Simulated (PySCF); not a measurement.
**Broadened absorption spectrum of C4H6F3P**

Species: C4H6F3P.
SMILES: `CC(C)=PC(F)(F)F`

Level of theory: PySCF, TDDFT CAM-B3LYP/def2-SVPD, vertical, gas phase, core orbitals frozen in the response. Isolated species at its GFN2-xTB geometry, gas phase. Torsions of this conformer, `[CH3:1][C:2]([CH3:3])=[P:4][C:5]([F:6])([F:7])[F:8]`: C2–P4–C5–F6 -57°.

Each state is given a Gaussian of 0.25 eV full width at half maximum, with ε(max) = 2.175×10⁸ f / Δν̃ (Δν̃ the width in cm⁻¹). The width is an assumption, not a result. The curve ends short of the highest state used, and states not computed would add to its high-energy end.

E (eV), ε (L mol⁻¹ cm⁻¹) and a bar:
```
     4.65          4 
     4.72         39 
     4.78        227 
     4.85       1295 #
     4.92       5105 #####
     4.98      12133 #############
     5.05      22841 ########################
     5.12      28317 ##############################
     5.18      24275 ##########################
     5.25      13616 ##############
     5.32       4960 #####
     5.39       1172 #
     5.45        241 
     5.52         25 
     5.59          2 
     5.65          0 
     5.72          0 
     5.79          0 
     5.85          0 
     5.92          0 
     5.99          0 
     6.06          0 
     6.12          0 
     6.19          1 
     6.26          2 
     6.32          4 
     6.39          8 
     6.46         12 
     6.52         13 
     6.59          9 
     6.66          6 
     6.73         15 
     6.79         61 
     6.86        235 
     6.93        588 #
     6.99        915 #
     7.06       1022 #
     7.13        740 #
     7.19        397 
     7.26        132 
     7.33         45 
     7.40         60 
     7.46        104 
     7.53        143
```

**Question.** Locate the maxima and give the states behind the curve.

**Answer.** 242 nm (5.12 eV), ε about 28000, made up of S2 (98%); 191 nm (6.50 eV), ε about 13, made up of S4 (99%); 176 nm (7.04 eV), ε about 1000, made up of S5 (100%) (ε in L mol⁻¹ cm⁻¹; maxima over ε = 5, shares over 10%). At its high-energy end, 7.53 eV, the curve is still rising (ε about 140, from S6). The states used: S1 5.02 eV (f 0.0099); S2 5.12 eV (f 0.256); S3 6.30 eV (f 0.0000); S4 6.50 eV (f 0.0001); S5 7.04 eV (f 0.0096); S6 7.54 eV (f 0.0013); S7 7.98 eV (f 0.191); S8 8.13 eV (f 0.028).

**Question.** Coming from long wavelengths, where does ε first pass 100 L mol⁻¹ cm⁻¹?

**Answer.** At about 261 nm (4.75 eV), 0.27 eV below S1.

**Question.** On this curve, what absorbance would a 10⁻⁴ mol/L sample give at 193 nm over a 1 cm path?

**Answer.** 193 nm is 6.424 eV, where ε is about 11 L mol⁻¹ cm⁻¹, so A = ε c l ≈ 0.0011 (Beer–Lambert, with the gas-phase spectrum and the assumed width).

**Question.** What would ε be at 5.12 eV, the highest of these maxima, with half the width (0.125 eV)?

**Answer.** About 55600 L mol⁻¹ cm⁻¹ against 28300, a factor of about 1.96; a lone state at its own centre would give exactly 2.

On one thread, Arm Neoverse V2 (aarch64), shared host with 96 logical CPUs at a one-minute load of 31, this took 39 s and 0.99 GiB of memory at its peak.
